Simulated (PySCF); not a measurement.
Compound: C₅H₁₂P₂Se.
SMILES: `CP1CC[PH](=[Se])CC1`

Method: TDDFT CAM-B3LYP/def2-SVPD, vertical, gas phase, core orbitals frozen in the response in PySCF. The structure is a single PBE0-D3(BJ)/def2-SVP conformer in the gas phase; no vibrational or solvent corrections. The CAM-B3LYP/def2-SVPD calculation is non-relativistic and has no spin–orbit coupling, an omission that weighs most on selenium.

| state | E (eV) | λ (nm) | f | symmetry | main configurations (H = HOMO, L = LUMO) |
| --- | --- | --- | --- | --- | --- |
| S1 | 4.97 | 249.7 | 0.0045 | A″ | H→L (61%), H→L+4 (15%), H→L+3 (11%) |
| S2 | 5.01 | 247.6 | 0.010 | A′ | H-1→L (55%), H-1→L+3 (16%), H-1→L+4 (15%) |
| S3 | 5.55 | 223.6 | 0.030 | A″ | H→L+3 (34%), H→L+1 (34%), H→L (11%) |
| S4 | 5.61 | 220.8 | 0.056 | A′ | H-1→L+1 (33%), H-1→L+3 (29%), H-1→L (19%) |
| S5 | 5.84 | 212.4 | 0.0032 | A″ | H-1→L+6 (57%), H-1→L+2 (31%) |
| S6 | 6.02 | 205.9 | 0.040 | A′ | H→L+6 (31%), H→L+2 (28%), H-1→L+5 (10%) |
| S7 | 6.15 | 201.6 | 0.047 | A″ | H→L+4 (31%), H→L+3 (19%), H→L+5 (16%) |
| S8 | 6.25 | 198.2 | 0.074 | A′ | H-1→L+4 (28%), H-1→L+3 (26%), H→L+2 (18%) |
| S9 | 6.44 | 192.4 | 0.129 | A′ | H-2→L+1 (80%) |
| S10 | 6.51 | 190.6 | 0.011 | A″ | H-1→L+2 (20%), H→L+11 (14%), H→L+5 (12%) |

Triplets, Tamm–Dancoff:

| state | E (eV) | λ (nm) | main configurations (H = HOMO, L = LUMO) |
| --- | --- | --- | --- |
| T1 | 4.46 | 278.3 | H-1→L (49%), H-1→L+4 (16%), H-1→L+3 (15%) |
| T2 | 4.47 | 277.2 | H→L (46%), H→L+3 (18%), H→L+4 (16%) |
| T3 | 5.26 | 235.7 | H-1→L+1 (28%), H-1→L+3 (26%), H-1→L (14%) |
| T4 | 5.40 | 229.4 | H→L+1 (31%), H→L+3 (24%), H→L (20%) |

The lowest singlet lies at 4.97 eV (250 nm, ultraviolet) and is very weak; its leading configuration is HOMO→LUMO (61%). The strongest level in the table is S9 at 6.44 eV (192 nm, f = 0.129). Löwdin shares by element: HOMO (one of a set within 0.03 eV) selenium 77%, phosphorus 14% or more; LUMO selenium 26%, hydrogen 12% or more, phosphorus 8% or more, carbon 6% or more (atoms not listed hold the other 48%). The oscillator strengths of these states sum to 0.405; summed over the whole spectrum of an exact calculation they would give the number of electrons, 106 (Thomas–Reiche–Kuhn). Of the 10 states listed, 8 reach f = 0.01 and none stays under 0.0005. Orbital energies (eV): HOMO-3 -10.25, HOMO-2 -8.31, HOMO-1 -7.29, HOMO -7.27, LUMO 0.78, LUMO+1 1.07, LUMO+2 1.24. All these states lie below the vertical ionisation energy of 8.01 eV (ΔSCF). Symmetry labels in Cs follow from the direction of the transition dipole and are given only for states with f of 0.002 or more. The window holds the lowest 10 singlets.

Time: 9.6 min; peak memory 1.6 GiB. Hardware: Arm Neoverse V2, one thread, no GPU, shared host with 96 logical CPUs at a one-minute load of 64.
